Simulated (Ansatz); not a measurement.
Cost and result for the atomization energy of C2H7BO2S (`COB(S)OC`) (13 atoms, 12 bonds).

```xyz
13

C    -0.5916    1.3313    1.5545
O    -0.0429    0.7404    0.3962
B    -0.2178   -0.5738    0.1046
S    -1.1862   -1.6625    1.2111
O     0.3272   -1.0983   -1.0194
C     1.0807   -0.2748   -1.8908
H    -0.2035    0.8565    2.4604
H    -0.3077    2.3835    1.5564
H    -1.6829    1.2571    1.5551
H    -1.0150   -2.7537    0.4503
H     1.4153   -0.8989   -2.7189
H     0.4739    0.5469   -2.2790
H     1.9505    0.1462   -1.3805
```

Total charge 0; spin multiplicity 1. Geometry: relaxed with PBE0-D4/def2-TZVP. It is one conformer, not always the lowest. Program: Ansatz. All runs use 2 threads of an AMD EPYC 7R13 on a shared host and a share of an NVIDIA H100 80 GB. Times are those of one run each, without the atoms' runs, and a repeat can differ threefold. Electronic energies, without spin–orbit coupling; frozen cores. CCSD(T)/CBS adds CCSD(T) − MP2 in def2-TZVPP to the MP2 limit, and its time is that of the two runs behind it. T1 = 0.012. B3LYP takes the VWN-RPA correlation (the form of Gaussian; ORCA's B3LYP/G).

CCSD(T)/CBS is a level of theory with its own doubt, some kJ/mol a heavy atom from the limit and from the frozen cores, so smaller differences don't rank the functionals.

```json
{"level": "r2SCAN-D4/def2-TZVPP (with forces)", "functions": "295", "atomization (kJ/mol)": "5191.5", "difference from CCSD(T)/CBS": "33.5", "per bond": "2.8"}
{"level": "CCSD(T)/CBS(def2)", "functions": "–", "atomization (kJ/mol)": "5158.0", "difference from CCSD(T)/CBS": "0.0", "per bond": "0.0"}
{"level": "PBE-D4/def2-TZVPP (with forces)", "functions": "295", "atomization (kJ/mol)": "5279.6", "difference from CCSD(T)/CBS": "121.6", "per bond": "10.1"}
{"level": "CCSD(T)/def2-TZVPP", "functions": "295", "atomization (kJ/mol)": "5030.6", "difference from CCSD(T)/CBS": "-127.4", "per bond": "-10.6"}
{"level": "B2PLYP/def2-TZVPP", "functions": "295", "atomization (kJ/mol)": "5112.4", "difference from CCSD(T)/CBS": "-45.6", "per bond": "-3.8"}
{"level": "PBE0-D4/def2-TZVPP", "functions": "295", "atomization (kJ/mol)": "5177.6", "difference from CCSD(T)/CBS": "19.6", "per bond": "1.6"}
{"level": "MP2/def2-QZVPP", "functions": "565", "atomization (kJ/mol)": "5210.8", "difference from CCSD(T)/CBS": "52.8", "per bond": "4.4"}
{"level": "ωB97X-V/def2-TZVPP", "functions": "295", "atomization (kJ/mol)": "5174.4", "difference from CCSD(T)/CBS": "16.4", "per bond": "1.4"}
{"level": "B3LYP-D4/def2-TZVPP (with forces)", "functions": "295", "atomization (kJ/mol)": "5162.1", "difference from CCSD(T)/CBS": "4.1", "per bond": "0.3"}
{"level": "ωB97M-V/def2-TZVPP (with forces)", "functions": "295", "atomization (kJ/mol)": "5188.7", "difference from CCSD(T)/CBS": "30.7", "per bond": "2.6"}
```

Task: Order the runs by time, with rough figures. (Estimate.)

Result: Ansatz gave: PBE0-D4/def2-TZVPP 2.4 s; B3LYP-D4/def2-TZVPP (with forces) 2.7 s; ωB97X-V/def2-TZVPP 2.9 s; B2PLYP/def2-TZVPP 3 s; PBE-D4/def2-TZVPP (with forces) 3.5 s; ωB97M-V/def2-TZVPP (with forces) 4.2 s; MP2/def2-QZVPP 4.6 s; CCSD(T)/def2-TZVPP 5.5 s; r2SCAN-D4/def2-TZVPP (with forces) 8.5 s; CCSD(T)/CBS(def2) 10 s.

The D4 term adds +41.7 kJ/mol with B3LYP and +22.1 kJ/mol with PBE0; it sums over pairs of atoms, weighted by their polarisabilities, and B3LYP, whose exchange is more repulsive, gets the larger term. From PBE to PBE0 (25 % exact exchange), in def2-TZVPP and without D4, the atomization energy moves by −98.0 kJ/mol: exact exchange takes away binding that semilocal exchange gives to molecules. In def2-TZVPP, CCSD(T) changes the Hartree–Fock value by +1249.0 kJ/mol (the triples alone add +77.8 kJ/mol) and MP2 by +1354.2 kJ/mol; breaking electron pairs costs correlation energy, which Hartree–Fock lacks.
